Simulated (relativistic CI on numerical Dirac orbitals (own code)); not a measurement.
# Ti5+: calculation against measurement

Calculated at this level of theory: Dirac-Coulomb-Breit CI, orbitals from a KLI potential per configuration, model QED, valence Slater integrals scaled by 0.85, P86 correlation energy added to each configuration (own radial code, finite nucleus).

Configurations in the expansion (outside the closed core [Ne]): 3s²3p⁵, 3s3p⁶, 3s²3p⁴3d, 3s3p⁵3d, 3s²3p⁴4s, 3s²3p⁴4p, 3p⁶3d, 3s3p⁴3d², 3s²3p⁴4d, 3s²3p⁴4f, 3s²3p⁴5s, 3s²3p⁴5p, 3s3p⁵4s, 3s²3p⁴5d, 3s²3p⁴5f, 3s²3p⁴6s, 3s²3p⁴5g, 3s3p⁵4p, 3s²3p⁴6p, 3s²3p⁴6d, 3s3p⁵4d, 3s²3p³3d4p, 3s3p⁵4f, 3s3p⁵5s, 3s3p⁵5p, 3s3p⁵5d, 3s3p⁵5f, 3s3p⁵6s, 3s3p⁵5g, 3s3p⁵6p, 3p⁶4s, 3s3p⁵6d, 3s3p⁴3d4s, 3s²3p³3d², 3s²3p²3d³, 3s3p³3d³, 3s²3p²3d²4s, 3s²3p²3d²4p, 3s²3p²3d²4d, 3p⁵3d², 3p⁴3d³, 3p⁴3d²4s, 3p⁴3d²4p, 3p⁴3d²4d, 3s²3p³3d4s, 3s3p³3d²4s, 3s²3p²3d4s², 3s²3p²3d4s4p, 3s²3p²3d4s4d. Double excitations out of closed p, d and f shells are left out; levels of such configurations are missing from the list, as are those of other unlisted configurations, and high levels can miss mixing partners. These lack a partner that the ground configuration has and come out too high: 3s²3p⁴4f, 3s²3p⁴5s, 3s²3p⁴5p, 3s²3p⁴5d, 3s²3p⁴5f.

```
Configuration  Term (tabulated)    J  Measured (cm⁻¹)  Computed  Error  Purity (%)
       3s²3p⁵               2P°  3/2              0.0         0      0          97
       3s²3p⁵               2P°  1/2           5829.0      5803    -26          97
        3s3p⁶                2S  1/2         196628.0    205702   9074          72
     3s²3p⁴3d                2P  1/2         288412.0    294880   6468          96
     3s²3p⁴3d                2P  3/2         291890.0    298305   6415          93
     3s²3p⁴3d                2D  3/2         298991.0    303945   4954          83
     3s²3p⁴3d                4P  1/2         301417.0    303518   2101          97
     3s²3p⁴3d                2D  5/2         302386.0    307378   4992          86
     3s²3p⁴3d                2D  3/2         352625.0    353768   1143          95
     3s²3p⁴3d                2D  5/2         354340.0    354901    561          95
     3s²3p⁴3d                2P  3/2         391583.0    391192   -391          93
     3s²3p⁴3d                2P  1/2         393644.0    393295   -349          96
     3s²3p⁴3d                2D  5/2         399231.0    396479  -2752          95
     3s²3p⁴3d                2D  3/2         404123.0    401431  -2692          92
     3s²3p⁴4s                4P  5/2         492126.0    495899   3773          95
     3s²3p⁴4s                4P  3/2         495380.0    499152   3772          90
     3s²3p⁴4s                4P  1/2         497389.0    501153   3764          95
     3s²3p⁴4s                2P  3/2         502571.0    506062   3491          88
     3s²3p⁴4s                2P  1/2         506432.0    509896   3464          95
     3s²3p⁴4s                2D  5/2         518797.0    521392   2595          95
     3s²3p⁴4s                2D  3/2         518914.0    521533   2619          93
     3s²3p⁴4s                2S  1/2         548995.0    548371   -624          93
     3s²3p⁴4d                2D  3/2         651960.0    665307  13347          61
     3s²3p⁴4d                4F  5/2         653766.0    667211  13445          68
     3s²3p⁴4d                2P  3/2         658339.0    671957  13618          87
     3s²3p⁴4d                2S  1/2         668630.0    681860  13230          92
     3s²3p⁴4d                2P  3/2         671096.0    684324  13228          94
     3s²3p⁴4d                2D  3/2         675207.0    688340  13133          96
     3s²3p⁴4d                2D  3/2         704270.0    713635   9365          95
     3s²3p⁴5s                2P  1/2         714742.0    738802  24060          94
     3s²3p⁴5s                2D  3/2         731453.0    755314  23861          97
```

Measured levels from Corliss and Sugar, J. Phys. Chem. Ref. Data 8, 1 (1979); pairs were made by configuration, J and term (by order where the table uses no LS term), so strongly mixed levels may be paired wrongly.

Mean error by configuration (cm⁻¹): 3s²3p⁵ -26; 3s3p⁶ 9074; 3s²3p⁴3d 1859; 3s²3p⁴4s 2857; 3s²3p⁴4d 12766; 3s²3p⁴5s 23960. Over the excited levels the mean absolute error is 6777 cm⁻¹ (30 of the 42 excited levels that our extract of the source holds in range could be paired, and the others can miss by more), and the median relative error of those above 1,000 cm⁻¹ is 0.76 %.
